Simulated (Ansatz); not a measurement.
A nudged elastic band was laid between two geometries of Al2ClH7Si2 (12 atoms, charge 0, multiplicity 1).

The calculation used Ansatz, RKS BLYP/def2-SVP.

- movable images: 7
- climbing image: yes
- spring: 5.0 eV/Å²
- optimiser: quadratic models (default)
- start path: through a guess of the saddle point
- force threshold: 0.03 eV/Å
- iteration limit: 60
- end points: relaxed

Image 0:

```xyz
12
Properties=species:S:1:pos:R:3
Al -2.488 0.463 1.338
Si -1.022 -1.505 0.887
Al 0.492 0.034 -0.289
Si 2.590 0.451 -1.554
Cl -0.727 1.915 -0.002
H -2.368 1.150 2.774
H -3.769 0.656 0.406
H -1.476 -2.584 -0.063
H -0.283 -2.179 2.015
H 2.817 1.909 -1.836
H 2.545 -0.289 -2.864
H 3.766 -0.076 -0.776
```

Image 8:

```xyz
12
Properties=species:S:1:pos:R:3
Al -2.523 0.450 1.253
Si -0.964 -1.484 1.015
Al 0.523 0.019 -0.243
Si 2.585 0.444 -1.564
Cl -0.765 1.872 -0.102
H -2.504 1.238 2.641
H -3.760 0.518 0.248
H -1.331 -2.661 0.147
H -0.235 -2.022 2.220
H 3.123 1.829 -1.335
H 2.273 0.296 -3.030
H 3.656 -0.553 -1.217
```

What changes between the two ends?

No bond is made or broken.

Give the energies along the band, and the barrier.

The forces met the threshold. The highest image is number 3 of 0 to 8, 0.0 kcal/mol above the first end and 0.1 kcal/mol above the last; the last end lies 0.1 kcal/mol below the first. The top lies less than 8 meV above the higher end, about what the thresholds resolve: that end is a shoulder or a very shallow well. A vibrational analysis at the climbing image gives no mode beyond 40i cm⁻¹: the surface is too flat there to confirm a saddle point.

```tsv
image	path coordinate (Å)	energy (kcal/mol)
0	0.00	0.0
1	0.41	0.0
2	0.82	0.0
3	1.23	0.0
4	1.61	0.0
5	1.99	0.0
6	2.37	0.0
7	2.75	0.0
8	3.13	-0.1
```

What is the geometry of the highest image?


```xyz
12
Properties=species:S:1:pos:R:3
Al -2.477 0.485 1.313
Si -1.007 -1.497 0.940
Al 0.537 0.026 -0.213
Si 2.526 0.418 -1.650
Cl -0.516 1.951 0.333
H -2.580 1.096 2.783
H -3.590 0.751 0.200
H -1.417 -2.644 0.054
H -0.277 -2.079 2.126
H 2.594 1.828 -2.167
H 2.505 -0.526 -2.822
H 3.778 0.138 -0.864
```

The run took 15 min on 2 threads of Arm Neoverse V1, on a shared host, peak memory 0.2 GiB.
